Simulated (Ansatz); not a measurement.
BeN2Cl2H6⁺, that is BeCl2(NH3)2 with one electron fewer. Charge 1, multiplicity 2. Geometry PBE0-D4/def2-SVP, that of the neutral singlet; atoms count from 1.

```xyz
11

Be    0.181   -0.036    0.643
Cl    0.140   -1.808    1.501
Cl    0.713    1.640    1.530
N    -1.491    0.247    0.058
H    -1.881   -0.489   -0.532
H    -1.637    1.152   -0.389
H    -2.037    0.251    0.922
N     1.296   -0.209   -0.752
H     1.334    0.588   -1.388
H     1.170   -1.066   -1.290
H     2.212   -0.271   -0.304
```

Problem. Estimate the Mulliken populations from the PBE0/def2-TZVP orbitals of Ansatz.

Solution. 
| atom | charge (e) | spin (α − β) |
| --- | --- | --- |
| Be1 | 0.11 | -0.05 |
| Cl2 | 0.02 | 0.52 |
| Cl3 | 0.02 | 0.52 |
| N4 | -0.48 | 0.00 |
| H5 | 0.30 | 0.00 |
| H6 | 0.30 | 0.00 |
| H7 | 0.31 | 0.00 |
| N8 | -0.48 | 0.00 |
| H9 | 0.30 | 0.00 |
| H10 | 0.30 | 0.00 |
| H11 | 0.31 | 0.00 |
Mulliken values and Mayer orders depend strongly on the basis.

Problem. Where does the spin sit?

Solution. Summed by element: Be -0.05, Cl 1.05, N 0.00, H 0.00, of 1 unpaired in all. Largest on single atoms: Cl3 0.52, Cl2 0.52, Be1 -0.05.

Problem. And the Mayer bond orders between bonded heavy atoms (over 0.3)?

Solution. Be1–Cl2 0.84 (1.97 Å); Be1–Cl3 0.84 (1.97 Å); Be1–N4 0.68 (1.79 Å); Be1–N8 0.68 (1.79 Å). Values over 0.3 also appear between atoms too far apart for a bond (Cl2–Cl3 0.42 at 3.49 Å); they arise where an orbital or an unpaired electron spreads over both atoms.
